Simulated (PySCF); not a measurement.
Species: C₇H₁₃B.
SMILES: `CB(C)C=C1CCC1`

Computed, not measured: PySCF 2.14.0, density-fitted response routines, TDDFT CAM-B3LYP/def2-SVPD, vertical, gas phase, core orbitals frozen in the response. Geometry: PBE0-D3(BJ)/def2-SVP; no solvent, vibrations or thermal averaging. Torsions of this conformer, `[CH3:1][B:2]([CH3:3])[CH:4]=[C:5]1[CH2:6][CH2:7][CH2:8]1`: C1–B2–C4–C5 -4°.

Each state is given a Gaussian of 0.25 eV full width at half maximum, with ε(max) = 2.175×10⁸ f / Δν̃ (Δν̃ the width in cm⁻¹). The width is an assumption, not a result. The curve ends short of the highest state used, and states not computed would add to its high-energy end.

(λ (nm), ε (L mol⁻¹ cm⁻¹)): (170.0, 37), (172.4, 9), (174.7, 10), (177.1, 75), (179.5, 289), (181.8, 525), (184.2, 491), (186.5, 248), (188.9, 66), (191.3, 10), (193.6, 1), (196.0, 2), (198.3, 23), (200.7, 140), (203.0, 491), (205.4, 1143), (207.8, 1856), (210.1, 2956), (212.5, 7033), (214.8, 17065), (217.2, 32844), (219.6, 44814), (221.9, 43973), (224.3, 31550), (226.6, 17328), (229.0, 7044), (231.3, 2322), (233.7, 573), (236.1, 112), (238.4, 19)

Problem. Where are the band maxima, and which computed states make them?

Solution. 221 nm (5.62 eV), ε about 46000, made up of S2 (99%); 183 nm (6.78 eV), ε about 560, made up of S4 (96%) (ε in L mol⁻¹ cm⁻¹; maxima over ε = 5, shares over 10%). At its high-energy end, 7.29 eV, the curve is still rising (ε about 36, from S6). The states used: S1 5.58 eV (f 0.0043); S2 5.62 eV (f 0.424); S3 5.94 eV (f 0.016); S4 6.78 eV (f 0.0050); S5 6.87 eV (f 0.0003); S6 7.41 eV (f 0.0006); S7 7.66 eV (f 0.0038); S8 7.80 eV (f 0.0018); S9 7.84 eV (f 0.018); S10 7.89 eV (f 0.047).

Problem. Coming from long wavelengths, where does ε first pass 100 L mol⁻¹ cm⁻¹?

Solution. At about 236 nm (5.25 eV), 0.33 eV below S1.

Problem. What would ε be at 5.62 eV, the highest of these maxima, with half the width (0.125 eV)?

Solution. About 92000 L mol⁻¹ cm⁻¹ against 46100, a factor of about 1.99; a lone state at its own centre would give exactly 2.

Problem. On this curve, what absorbance would a 10⁻⁵ mol/L sample give at 193 nm over a 1 cm path?

Solution. 193 nm is 6.424 eV, where ε is about 2 L mol⁻¹ cm⁻¹, so A = ε c l ≈ 2e-05 (Beer–Lambert, with the gas-phase spectrum and the assumed width).

The vertical ionisation energy (ΔSCF) is 9.13 eV, 1.23 eV above S10.
